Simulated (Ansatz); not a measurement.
Reaction (ligand exchange at the Si–C bond): `N=C(F)[SiH](F)[SiH3]` + `O[SiH3]` → `F[SiH]([SiH3])O[SiH3]` + `N=CF`

Program: Ansatz. Geometries: PBE0-D4/def2-TZVP. ΔE: electronic, gas phase. CBS: MP2 limit from def2 TZ/QZ plus the TZ coupled-cluster correction, frozen cores. This one scheme is used for every species. DFT in def2-TZVPP. B3LYP here is the variant with VWN-RPA as its local correlation; programs differ in this. One conformer a species, not always the lowest.

`N=C(F)[SiH](F)[SiH3]`:

Z-matrix (Å, degrees):
```
Si
F 1 1.602
C 1 1.896 2 108.0
Si 1 2.338 2 111.9 3 -118.0
H 1 1.485 2 107.5 3 115.5
F 3 1.354 1 116.9 2 44.2
N 3 1.249 1 120.7 2 -137.8
H 4 1.484 1 108.7 2 -174.8
H 4 1.487 1 109.2 2 -55.7
H 4 1.484 1 109.7 2 64.3
H 7 1.022 3 113.2 1 -176.9
```

`O[SiH3]`:

Cartesian coordinates in Å:
```
O 0.776 -0.959 -0.345
Si -0.134 0.372 -0.008
H 0.559 -1.776 0.105
H -1.567 0.159 -0.350
H 0.424 1.466 -0.835
H -0.058 0.739 1.433
```

`F[SiH]([SiH3])O[SiH3]`:

Cartesian coordinates in Å:
```
F 0.052 -0.774 -2.312
Si -0.564 0.170 -1.176
Si 1.096 1.693 -0.520
O -1.039 -0.756 0.069
Si -0.621 -1.613 1.404
H -1.775 0.798 -1.755
H 0.569 2.562 0.566
H 1.489 2.546 -1.673
H 2.294 0.968 -0.018
H -1.752 -1.563 2.360
H 0.588 -1.011 2.027
H -0.337 -3.019 1.029
```

`N=CF`:

Cartesian coordinates in Å:
```
N -0.750 0.370 0.462
C 0.116 -0.154 -0.258
F -0.227 -0.703 -1.418
H -0.331 0.742 1.310
H 1.191 -0.254 -0.097
```

```json
{"species": "`N=C(F)[SiH](F)[SiH3]`", "B3LYP-D4 energy (Eh)": "-874.78901"}
{"species": "`O[SiH3]`", "B3LYP-D4 energy (Eh)": "-367.23038"}
{"species": "`F[SiH]([SiH3])O[SiH3]`", "B3LYP-D4 energy (Eh)": "-1048.09537"}
{"species": "`N=CF`", "B3LYP-D4 energy (Eh)": "-193.97277"}
```

**Question.** Work out ΔE.

**Answer.** ΔE = (-1048.09537) + (-193.97277) − (-874.78901) − (-367.23038) = -0.04875 Eh = -30.6 kcal/mol. CCSD(T)/CBS gives -30.4 kcal/mol.

Largest T1 diagnostic among the species: 0.014.

From r2SCAN to r2SCAN0 (25 % exact exchange), in def2-TZVPP and without D4, ΔE moves by −1.3 kcal/mol. At CCSD(T), def2-SVP lies +1.5 kcal/mol from the extrapolated value and def2-TZVPP −0.0 kcal/mol. In def2-TZVPP, CCSD(T) changes the Hartree–Fock value by +5.1 kcal/mol (the triples alone add +0.9 kcal/mol) and MP2 by +4.6 kcal/mol.
